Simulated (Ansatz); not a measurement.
C7H14 can be A, `C[C@@H]1CC[C@H](C)C1`, or B, `C[C@@H]1CCC[C@H]1C`.

Isolated molecules relaxed with PBE0-D4/def2-TZVP in Ansatz; ΔE leaves out vibrations. CBS: MP2 limit from def2 TZ/QZ plus the TZ coupled-cluster correction, frozen cores. Functionals use def2-TZVPP. B3LYP here is the variant with VWN-RPA as its local correlation; programs differ in this.

Which isomer does CCSD(T)/CBS put lower? Give the gap. (Estimate.)

Computed: B, by 1.6 kJ/mol. So small a gap doesn't settle the order.

Give E(B) − E(A) in kJ/mol with ωB97M-V, CCSD(T)/def2-SVP, B3LYP, BLYP-D4, PBE-D4, CCSD(T)/def2-TZVPP, LDA (SPW92). (Estimate.)

Ansatz gave: ωB97M-V -1.5, CCSD(T)/def2-SVP -1.3, B3LYP 0.4, BLYP-D4 -1.3, PBE-D4 -1.3, CCSD(T)/def2-TZVPP -1.4, LDA (SPW92) -2.3. None reverses the order clearly.

Largest T1 diagnostic: 0.009.

Leaving LDA and LC-ωPBE aside and taking each functional with its dispersion term where it has one, the values, not all of them listed here, spread over 1.1 kJ/mol, from ωB97M-V to B2PLYP.
